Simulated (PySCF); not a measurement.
C3H7S, SMILES C[C](C)S, multiplicity 2. Geometry: PBE-D3(BJ)/def2-SVP. The isomer is the one that the SMILES or the coordinates give; other isomers of the formula were not compared. Other conformers were not sampled.

All values below come from PBE-D3(BJ)/def2-SVP (PySCF 2.14.0).

Harmonic wavenumbers (cm⁻¹): 147, 157, 225, 252, 311, 341, 623, 874, 916, 927, 946, 1003, 1169, 1254, 1331, 1343, 1384, 1393, 1396, 1411, 2583, 2879, 2886, 2983, 2988, 3039, 3049. Rotational constants (GHz): 7.998, 4.630, 3.063; symmetry number 1.

Work out the zero-point energy and the ideal-gas rigid-rotor harmonic-oscillator thermochemistry at 298.15 K and 1 atm.

ZPE = ½ Σ hcν = ½ × 37812 cm⁻¹ = 54.05 kcal/mol. H − E(el) = 58.64 kcal/mol. Entropy in cal/(mol K): translation 38.87, rotation 25.45, vibration 12.73, spin 1.38, total 78.42. G − E(el) = 35.26 kcal/mol. Cp = 22.93 cal/(mol K). Modes under 150 cm⁻¹ make the vibrational entropy uncertain.
